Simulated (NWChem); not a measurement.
C4H5N; SMILES C/C=C/C#N

```xyz
10

C      0.0127    -2.3152     0.0000
C      0.3855    -0.8767     0.0000
C     -0.4920     0.1400     0.0000
C     -0.0934     1.5099     0.0000
N      0.2125     2.6292     0.0000
H     -1.0767    -2.4605     0.0000
H      0.4340    -2.8254     0.8822
H      0.4340    -2.8254    -0.8822
H      1.4555    -0.6378     0.0000
H     -1.5714    -0.0483     0.0000
```
Atoms are numbered in this order, from 1.

Results from NWChem. The geometry was optimised at PBE0/def2-SVP. Level: PBE0/def2-SVP with SMD (1 M gas to 1 M solution), gas-phase geometry.

Question: Estimate the computed values for solvent toluene. Quantities: solvation free energy (kcal/mol); cavity-dispersion-structure term (kcal/mol); dipole in solution (D).

Answer: The solvation free energy (kcal/mol) is -4.5, the cavity-dispersion-structure term (kcal/mol) is -0.6 and the dipole in solution (D) comes out as 5.40.
